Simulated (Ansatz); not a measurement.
Two isomers of C2H8SSn: A = `CC[S][SnH3]`, B = `CS[CH2][SnH3]`.

Program: Ansatz. Geometries: PBE0-D4/def2-TZVP. ΔE: electronic, gas phase. CCSD(T)/CBS adds triple-zeta CCSD(T) − MP2 to the extrapolated MP2 energy (def2 sets, frozen cores). DFT in def2-TZVPP. B3LYP here is the variant with VWN-RPA as its local correlation; programs differ in this. Elements past krypton have def2 core potentials. For Sn outer-core shells are correlated without core-valence functions, which leaves a few kJ/mol of doubt a bond. Each species was taken in one conformer, which may not be the lowest.

A:

Z-matrix (Å, degrees):
```
C
C 1 1.514
H 1 1.093 2 111.6
H 1 1.091 2 110.9 3 -120.1
H 1 1.094 2 110.4 3 119.6
S 2 1.824 1 114.5 3 64.8
H 2 1.092 1 111.4 3 -59.5
H 2 1.093 1 110.5 3 -178.2
Sn 6 2.396 2 100.7 1 -69.9
H 9 1.702 6 106.4 2 -161.2
H 9 1.709 6 111.7 2 78.5
H 9 1.709 6 107.2 2 -41.2
```

B:

```xyz
12

C     2.276    0.751   -0.342
S     1.135   -0.547    0.154
C    -0.435    0.276   -0.080
Sn   -2.046   -1.058    0.440
H     3.285    0.352   -0.230
H     2.171    1.630    0.297
H     2.121    1.032   -1.385
H    -0.571    0.576   -1.122
H    -0.514    1.162    0.556
H    -1.997   -2.435   -0.563
H    -1.907   -1.516    2.076
H    -3.517   -0.222    0.199
```

**Question.** Which isomer does CCSD(T)/CBS put lower? Give the gap. (Best estimate.)

**Answer.** The calculation gave: A, by 81.9 kJ/mol.

**Question.** Give E(B) − E(A) in kJ/mol with B3LYP-D4, PBE0-D4, B3LYP, B2PLYP, CCSD(T)/def2-TZVPP, CCSD/def2-TZVPP, PBE-D4. (Estimate.)

**Answer.** Computed: B3LYP-D4 84.6, PBE0-D4 84.0, B3LYP 82.0, B2PLYP 81.0, CCSD(T)/def2-TZVPP 79.4, CCSD/def2-TZVPP 80.1, PBE-D4 81.9. None reverses the order clearly.

Largest T1 diagnostic: 0.012.

In def2-TZVPP, CCSD(T) changes the Hartree–Fock value by −9.3 kJ/mol (the triples alone add −0.7 kJ/mol) and MP2 by −9.9 kJ/mol.
